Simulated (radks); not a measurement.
Spherical quantum dot in the effective-mass picture: electrons in a hard-walled sphere of radius 6.39, all in effective atomic units (hartree* = m*/eps^2 hartree, bohr* = eps/m* bohr), one dielectric constant everywhere. Calculated with a radial shooting solver with Libxc functionals: non-relativistic Kohn-Sham, LDA (Slater exchange, Perdew-Wang correlation), spin-polarised, spherical densities. Levels are named by radial order and angular momentum (1s, 1p, 1d, 2s, ...), and open shells are averaged over m. Results are scaled to m* = 0.066 and eps = 4.1, for which hartree* = 106.8 meV and bohr* = 3.287 nm. Each electron was tried in the lowest free levels, single moves between levels near the top were tried too, and the lowest total energy was kept; such a search can miss a lower state. At N = 1 the Hartree and exchange-correlation terms need not cancel, so that row can carry a self-interaction error.

\begin{tabular}{lrrrrrrr}
N & open shells & 2S & E (meV) & mu = E(N) - E(N-1) (meV) & addition energy mu(N+1) - mu(N) (meV) & e(HOMO) (meV) & rms radius (nm) \\ \hline
1 & 1s(up 1, down 0) & 1 & 13.2306 & 13.231 & 24.67 & 23.354 & 11.35 \\
2 & none & 0 & 51.1360 & 37.905 & 31.22 & 48.223 & 12.10 \\
3 & 1p(up 1, down 0) & 1 & 120.266 & 69.130 & 20.16 & 79.113 & 12.92 \\
4 & 1p(up 2, down 0) & 2 & 209.556 & 89.291 & 20.50 & 99.517 & 13.38 \\
5 & 1p(up 3, down 0) & 3 & 319.350 & 109.79 & 25.09 & 120.08 & 13.71 \\
6 & 1p(up 3, down 1) & 2 & 454.230 & 134.88 & 19.74 & 144.69 & 13.97 \\
7 & 1p(up 3, down 2) & 1 & 608.854 & 154.62 & 19.99 & 164.60 & 14.19 \\
8 & none & 0 & 783.468 & 174.61 & 32.54 & 184.64 & 14.37 \\
9 & 1d(up 1, down 0) & 1 & 990.621 & 207.15 & 19.60 & 216.94 & 14.57 \\
10 & 1d(up 2, down 0) & 2 & 1217.37 & 226.75 & 19.65 & 236.57 & 14.73 \\
11 & 1d(up 3, down 0) & 3 & 1463.78 & 246.41 & 19.68 & 256.24 & 14.88 \\
12 & 1d(up 4, down 0) & 4 & 1729.87 & 266.09 & 19.69 & 275.93 & 15.00 \\
13 & 1d(up 5, down 0) & 5 & 2015.64 & 285.77 & 24.24 & 295.62 & 15.11 \\
14 & 1d(up 5, down 1) & 4 & 2325.65 & 310.01 & 19.30 & 319.65 & 15.22 \\
15 & 1d(up 5, down 2) & 3 & 2654.96 & 329.31 & 19.35 & 338.98 & 15.31 \\
16 & 1d(up 5, down 3) & 2 & 3003.62 & 348.66 & 19.39 & 358.35 & 15.39 \\
17 & 1d(up 5, down 4) & 1 & 3371.67 & 368.05 & 19.41 & 377.75 & 15.47 \\
18 & none & 0 & 3759.12 & 387.46 & 34.64 & 397.16 & 15.54 \\
19 & 1f(up 1, down 0) & 1 & 4181.22 & 422.09 & 19.18 & 431.68 & 15.62 \\
20 & 1f(up 2, down 0) & 2 & 4622.48 & 441.27 & 19.19 & 450.86 & 15.70 \\
21 & 1f(up 3, down 0) & 3 & 5082.94 & 460.45 & 19.19 & 470.05 & 15.76 \\
22 & 1f(up 4, down 0) & 4 & 5562.58 & 479.65 & 19.19 & 489.24 & 15.83 \\
23 & 1f(up 5, down 0) & 5 & 6061.42 & 498.84 & 19.19 & 508.44 & 15.88 \\
24 & 1f(up 6, down 0) & 6 & 6579.46 & 518.03 & 19.19 & 527.63 & 15.94 \\
25 & 1f(up 7, down 0) & 7 & 7116.68 & 537.22 & 23.67 & 546.82 & 15.99 \\
26 & 1f(up 7, down 1) & 6 & 7677.57 & 560.89 & 18.97 & 570.38 & 16.04 \\
27 & 1f(up 7, down 2) & 5 & 8257.44 & 579.86 & - & 589.36 & 16.09 \\
\end{tabular}

All shells are closed at N = 2, 8, 18 (there: 1s2 1p6 1d10); the second difference of the energy has clear peaks (12 % above both neighbours; the first and last values, which can be the largest, are not judged, and half-filled shells can peak too) at N = 2, 5, 8, 13, 18, 25.
